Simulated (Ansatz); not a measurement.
Born–Oppenheimer molecular dynamics of ClFH$_{5}$NSi (9 atoms, charge 0, multiplicity 1). It starts at the highest image of a converged band, a first-order saddle point between two minima.

Method: RKS B3LYP/def2-SVP (Ansatz).

```json
{"ensemble": "NVE (velocity Verlet)", "time step": "0.5 fs", "steps asked": "200", "starting velocities drawn for": "300 K", "seed": "6992"}
```

Frames 2.5 fs apart, positions in Å, forces in eV/Å.

Velocities at 65.0 fs (Å/ps):

```
Si 2.45 -12.72 5.28
F 4.60 -8.17 -0.22
H -12.64 -17.92 5.73
H 5.71 -5.67 -4.55
N -3.19 -4.85 -0.62
H -17.76 1.58 -6.72
Cl -2.94 16.90 -3.50
H 9.24 12.42 3.59
H 8.36 -9.32 -9.17
```

```xyz
9
Properties=species:S:1:pos:R:3:forces:R:3 time_fs=65.0 energy_less_start_eV=-0.763 T=1144
Si 0.401 -0.692 0.658 1.38 0.36 -3.36
F 1.544 -0.162 -0.605 -1.23 -0.68 2.52
H 0.833 -2.081 0.980 -0.13 0.08 -0.02
H 0.463 0.161 1.877 -0.06 0.09 -0.33
N -1.065 -0.612 -0.259 0.00 1.07 1.60
H 0.932 2.310 -1.259 1.26 -0.65 -0.99
Cl 0.002 2.609 -0.490 -1.32 0.75 1.06
H -1.567 -1.302 -0.781 -0.06 -0.56 -0.19
H -1.598 0.259 -0.145 0.16 -0.47 -0.28
9
Properties=species:S:1:pos:R:3:forces:R:3 time_fs=67.5 energy_less_start_eV=-0.780 T=1163
Si 0.408 -0.724 0.668 0.96 0.52 -3.82
F 1.554 -0.183 -0.601 -1.30 -0.80 2.59
H 0.798 -2.123 0.993 -0.06 0.11 -0.04
H 0.476 0.150 1.857 -0.04 0.15 -0.13
N -1.071 -0.622 -0.257 1.34 0.29 2.00
H 0.921 2.295 -1.303 0.28 -0.34 -0.17
Cl -0.007 2.652 -0.498 -0.33 0.38 0.25
H -1.554 -1.301 -0.788 -0.36 -1.04 -0.56
H -1.578 0.233 -0.175 -0.48 0.73 -0.11
9
Properties=species:S:1:pos:R:3:forces:R:3 time_fs=70.0 energy_less_start_eV=-0.816 T=1203
Si 0.418 -0.754 0.669 0.57 0.80 -3.87
F 1.559 -0.207 -0.590 -1.22 -0.87 2.48
H 0.760 -2.159 1.004 0.02 0.06 -0.04
H 0.486 0.147 1.830 0.01 0.14 0.02
N -1.073 -0.630 -0.246 0.12 -0.92 0.80
H 0.927 2.261 -1.356 -0.97 0.23 0.95
Cl -0.015 2.696 -0.506 0.92 -0.23 -0.88
H -1.555 -1.349 -0.818 0.67 0.59 0.66
H -1.582 0.241 -0.212 -0.12 0.20 -0.13
9
Properties=species:S:1:pos:R:3:forces:R:3 time_fs=72.5 energy_less_start_eV=-0.924 T=1322
Si 0.429 -0.782 0.662 0.19 1.16 -3.46
F 1.561 -0.234 -0.570 -1.01 -0.87 2.20
H 0.722 -2.191 1.013 0.10 0.02 -0.06
H 0.497 0.152 1.803 0.05 0.00 0.02
N -1.074 -0.642 -0.232 -0.40 -0.02 0.67
H 0.882 2.238 -1.358 -0.81 0.26 0.84
Cl -0.023 2.739 -0.515 0.78 -0.29 -0.77
H -1.522 -1.371 -0.816 0.54 0.61 0.61
H -1.591 0.259 -0.256 0.58 -0.87 -0.04
9
Properties=species:S:1:pos:R:3:forces:R:3 time_fs=75.0 energy_less_start_eV=-1.079 T=1493
Si 0.440 -0.808 0.648 -0.20 1.40 -2.62
F 1.559 -0.264 -0.544 -0.65 -0.78 1.69
H 0.690 -2.221 1.018 0.14 0.04 -0.10
H 0.510 0.157 1.776 0.07 -0.19 -0.05
N -1.077 -0.654 -0.214 0.82 0.64 1.66
H 0.794 2.226 -1.315 0.48 -0.47 -0.37
Cl -0.029 2.781 -0.525 -0.50 0.42 0.42
H -1.463 -1.364 -0.784 -0.42 -0.89 -0.65
H -1.571 0.233 -0.303 0.26 -0.16 0.03
9
Properties=species:S:1:pos:R:3:forces:R:3 time_fs=77.5 energy_less_start_eV=-1.169 T=1593
Si 0.451 -0.832 0.628 -0.62 1.31 -1.45
F 1.556 -0.296 -0.512 -0.02 -0.55 0.87
H 0.667 -2.249 1.017 0.16 0.10 -0.15
H 0.527 0.151 1.747 0.08 -0.29 -0.03
N -1.076 -0.665 -0.190 0.90 -1.15 1.07
H 0.731 2.188 -1.291 0.86 -0.82 -0.76
Cl -0.037 2.825 -0.534 -0.87 0.75 0.79
H -1.421 -1.399 -0.782 -0.20 -0.31 -0.25
H -1.536 0.201 -0.349 -0.30 0.95 -0.10
9
Properties=species:S:1:pos:R:3:forces:R:3 time_fs=80.0 energy_less_start_eV=-1.218 T=1646
Si 0.460 -0.852 0.605 -1.12 0.86 -0.03
F 1.552 -0.329 -0.477 0.93 -0.14 -0.26
H 0.652 -2.271 1.007 0.16 0.10 -0.19
H 0.549 0.128 1.717 0.08 -0.23 0.13
N -1.071 -0.679 -0.161 -0.60 -1.26 -0.55
H 0.710 2.109 -1.303 -0.35 0.30 0.45
Cl -0.045 2.869 -0.542 0.35 -0.38 -0.43
H -1.391 -1.449 -0.792 0.24 0.98 0.72
H -1.513 0.212 -0.399 0.31 -0.23 0.15
9
Properties=species:S:1:pos:R:3:forces:R:3 time_fs=82.5 energy_less_start_eV=-1.120 T=1538
Si 0.467 -0.870 0.582 -1.73 0.23 1.51
F 1.552 -0.363 -0.444 2.07 0.41 -1.56
H 0.648 -2.288 0.985 0.16 0.01 -0.19
H 0.577 0.092 1.695 0.05 -0.10 0.31
N -1.069 -0.698 -0.134 -0.97 0.17 -0.67
H 0.673 2.046 -1.293 -0.81 0.99 0.94
Cl -0.053 2.913 -0.551 0.83 -1.08 -0.93
H -1.350 -1.451 -0.767 -0.16 0.28 0.14
H -1.473 0.213 -0.440 0.56 -0.90 0.44
9
Properties=species:S:1:pos:R:3:forces:R:3 time_fs=85.0 energy_less_start_eV=-1.045 T=1455
Si 0.470 -0.888 0.562 -2.20 -0.37 2.93
F 1.557 -0.396 -0.415 3.06 0.93 -2.66
H 0.653 -2.304 0.953 0.12 -0.11 -0.15
H 0.607 0.050 1.692 -0.01 -0.05 0.36
N -1.071 -0.717 -0.110 -0.29 0.31 0.32
H 0.593 2.035 -1.231 -0.23 0.41 0.34
Cl -0.059 2.956 -0.562 0.26 -0.50 -0.35
H -1.320 -1.441 -0.737 -0.64 -0.99 -0.87
H -1.405 0.170 -0.458 -0.07 0.37 0.08
9
Properties=species:S:1:pos:R:3:forces:R:3 time_fs=87.5 energy_less_start_eV=-0.950 T=1351
Si 0.469 -0.907 0.549 -1.99 -0.79 3.80
F 1.573 -0.426 -0.395 3.43 1.21 -3.13
H 0.665 -2.326 0.912 0.06 -0.17 -0.10
H 0.636 0.004 1.708 -0.11 -0.10 0.21
N -1.075 -0.736 -0.085 -0.81 -1.11 -0.72
H 0.501 2.044 -1.152 0.73 -1.05 -0.64
Cl -0.066 2.997 -0.573 -0.68 0.96 0.62
H -1.323 -1.475 -0.747 -0.24 0.13 0.13
H -1.339 0.146 -0.471 -0.39 0.92 -0.17
9
Properties=species:S:1:pos:R:3:forces:R:3 time_fs=90.0 energy_less_start_eV=-0.964 T=1366
Si 0.464 -0.928 0.543 -1.01 -0.97 3.80
F 1.599 -0.452 -0.384 2.89 1.15 -2.77
H 0.680 -2.358 0.865 -0.02 -0.11 -0.05
H 0.658 -0.048 1.737 -0.20 -0.16 0.00
N -1.081 -0.758 -0.064 -1.64 -0.04 -2.16
H 0.445 2.001 -1.102 0.38 -0.48 -0.26
Cl -0.073 3.040 -0.583 -0.31 0.38 0.23
H -1.342 -1.504 -0.751 0.04 0.85 0.75
H -1.294 0.165 -0.489 -0.14 -0.61 0.46
9
Properties=species:S:1:pos:R:3:forces:R:3 time_fs=92.5 energy_less_start_eV=-1.021 T=1428
Si 0.456 -0.950 0.545 0.22 -1.02 3.00
F 1.634 -0.475 -0.383 1.67 0.85 -1.87
H 0.695 -2.396 0.815 -0.11 0.03 -0.01
H 0.669 -0.109 1.766 -0.23 -0.13 -0.10
N -1.095 -0.780 -0.050 -1.05 1.32 -1.32
H 0.411 1.935 -1.067 -0.31 1.13 0.43
Cl -0.081 3.083 -0.593 0.41 -1.23 -0.46
H -1.362 -1.492 -0.719 -0.31 -0.19 -0.19
H -1.258 0.155 -0.483 -0.29 -0.75 0.53
```

Of the whole run (100 fs, mean temperature of the second half 1385 K): The conserved energy stayed within 0.16 meV per atom of its start (net change 0.11 meV per atom), so the integration is sound. The system heated up, since it started high on the potential surface and ran downhill. A run of 0.1 ps of so small a system gives no equilibrium averages. The orbitals stay closed-shell, which can raise the energy where a bond breaks towards radicals; this wasn't checked here.

The run took 7.1 min on 2 threads of Arm Neoverse V1 (shared host), peak memory 0.18 GiB.
